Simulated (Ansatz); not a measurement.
Program: Ansatz. Geometries: PBE0-D4/def2-TZVP. ΔE: electronic, gas phase. CCSD(T)/CBS is the MP2 limit (def2-TZVPP, def2-QZVPP) plus CCSD(T) − MP2 in def2-TZVPP, frozen cores. Functionals use def2-TZVPP. B3LYP here is the variant with VWN-RPA as its local correlation; programs differ in this. For Zn outer-core shells are correlated without core-valence functions, which leaves a few kJ/mol of doubt a bond. Scalar relativity is left out up to krypton. One conformer a species, not always the lowest.

Consider the ligand exchange at the Si–S bond: `C[SiH2]S[SiH](C)Cl` + `[NH2][ZnH]` → `C[SiH2][NH][ZnH]` + `C[SiH](S)Cl`.

**Question.** Is it downhill or uphill in electronic energy at CCSD(T)/CBS, and by how much? (An estimate is asked.)

**Answer.** Computed: Uphill: ΔE = +4.7 kJ/mol.

**Question.** What do these levels give: PBE-D4, PBE0-D4, ωB97X-V, ωB97M-V, B2PLYP, r2SCAN, B3LYP, CCSD/def2-TZVPP, CCSD(T)/def2-TZVPP, SCS-MP2/def2-QZVPP, HF/CBS(def2), CCSD/CBS(def2)? (Best estimate.)

**Answer.** Computed: PBE-D4 14.2, PBE0-D4 11.3, ωB97X-V 4.1, ωB97M-V 4.6, B2PLYP -1.4, r2SCAN 4.0, B3LYP -3.7, CCSD/def2-TZVPP -3.8, CCSD(T)/def2-TZVPP -0.8, SCS-MP2/def2-QZVPP 1.6, HF/CBS(def2) -15.1, CCSD/CBS(def2) 1.6 kJ/mol.

Largest T1 diagnostic among the species: 0.016.

The D4 term adds +8.8 kJ/mol with B3LYP and +5.3 kJ/mol with PBE0; it sums over pairs of atoms, weighted by their polarisabilities, and B3LYP, whose exchange is more repulsive, gets the larger term. In def2-TZVPP, CCSD(T) changes the Hartree–Fock value by +13.2 kJ/mol (the triples alone add +3.0 kJ/mol) and MP2 by +18.7 kJ/mol.
